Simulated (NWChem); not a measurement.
Species: CH3AlI2; SMILES [Al]([I])([CH3])[I]

```xyz
7

Al     0.9528    -0.0047     0.0089
I     -0.3401    -2.1131    -0.0051
I     -0.3268     2.1122    -0.0051
C      2.8932     0.0019     0.0049
H      3.2860     0.7852     0.6721
H      3.2602     0.2231    -1.0117
H      3.3052    -0.9716     0.3108
```
Atoms are numbered in this order, from 1.

Level: PBE0/def2-SVP with def2 effective core potentials on I (NWChem), optimised geometry, unscaled harmonic frequencies. def2 effective core potentials on I; no spin-orbit coupling.

List the harmonic frequencies with IR intensities, and the thermochemistry.


```
frequency (cm⁻¹)  IR intensity (km/mol)
----------------  ---------------------
2                                   0.0
76                                  1.1
130                                 1.9
159                                 7.1
256                                13.3
408                               123.4
646                                30.6
672                                63.5
704                               124.3
1205                               15.1
1413                                0.8
1416                                5.4
3052                                0.1
3154                                0.2
3175                                0.2
```

```yaml
zero_point_energy: 23.5 kcal/mol
thermal correction to the enthalpy at 298.15 K (with zero-point energy): 28.5 kcal/mol
heat capacity Cv: 20.0 cal/(mol K)
entropy at 298.15 K and 1 atm (symmetry number 1): 98.2 cal/(mol K)
```

Rigid rotor and harmonic oscillator; modes under 100 cm⁻¹ make the entropy uncertain.
